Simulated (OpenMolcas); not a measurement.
Nb3+ (d2) in a complex was computed by CASSCF with the d shell active (OpenMolcas, ANO-RCC-VDZP on the metal). Its lowest spin-free states, and all those of the highest spin:

```csv
2S+1,Degeneracy,E (cm-1)
3,1,0.0
3,1,4437
3,1,4838
1,1,8998
1,1,9247
1,1,13624
1,1,13808
1,1,13843
1,1,26104
3,1,28652
3,1,32019
3,1,35820
3,1,37794
3,1,40727
3,1,42902
3,1,63456
```

Is the site octahedral, tetrahedral or cube-like, axial, or of lower symmetry?

The states with 2S+1 = 3 have orbital degeneracies 1, 1, 1, 1, 1, 1, 1, 1, 1, 1. No state of this spin is degenerate, so the site is of lower symmetry, with no axis of order three or more. The run had Nb3+ with 6 ligands (water, chloride on the axis) in tetragonal octahedral coordination (D2h) at 2.01 Å, the axial distance 2.396 Å. Ligand basis ANO-RCC-VDZP.

Without dynamic correlation the repulsion within the d shell is too large (B by tens of per cent), so at a given field states of lower spin stand too high. The least metal-like active orbital is 70 % on the metal (Löwdin) and no ligand orbital is active, so the numbers are rough. With metal d orbitals alone the field can be off either way by tens of per cent. Ligand-to-metal charge-transfer states are missing. With no ligand orbital active B as a rule stays too high, so bands that hang on it stand too high and its fall with covalency is understated. The distance lies 3 % under the 2.08 Å that this model takes as the normal distance (a Shannon-type radius plus a fixed donor radius); by an R⁻⁵ law this alone changes a d-shell field by about +19 %. No measured value stands beside these numbers; the geometry was imposed, not optimised, and the real ion may take another.
